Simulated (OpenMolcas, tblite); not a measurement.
**InCl2O (SMILES [O][In]([Cl])[Cl]): the vertical energy of the quartet above the doublet, rung by rung**

InCl2O has 4 atoms, charge 0, and is taken as a doublet. SMILES: `[O][In]([Cl])[Cl]`. The coordinates come from a PBE0-D4/def2-TZVP relaxation.

Quantity: the vertical energy of the quartet above the doublet, in eV. The values are calculated.

| level | kind | program | value (eV) |
| --- | --- | --- | --- |
| GFN2-xTB | semi-empirical | tblite | 2.91 |
| UHF/def2-SVPD (core potential) | Hartree–Fock | OpenMolcas | 4.08 |
| USVWN5/def2-SVPD (core potential) | LDA | OpenMolcas | 3.90 |
| UBLYP/def2-SVPD (core potential) | GGA | OpenMolcas | 3.98 |
| U-r2SCAN/def2-SVPD (core potential) | meta-GGA | OpenMolcas | 4.34 |
| UM06-L/def2-SVPD (core potential) | meta-GGA | OpenMolcas | 4.50 |
| UTPSS/def2-SVPD (core potential) | meta-GGA | OpenMolcas | 4.17 |

Spin-orbit coupling, which can split open shells on such heavy atoms by tenths of an eV, is left out. The values span 2.91 to 4.50 eV.
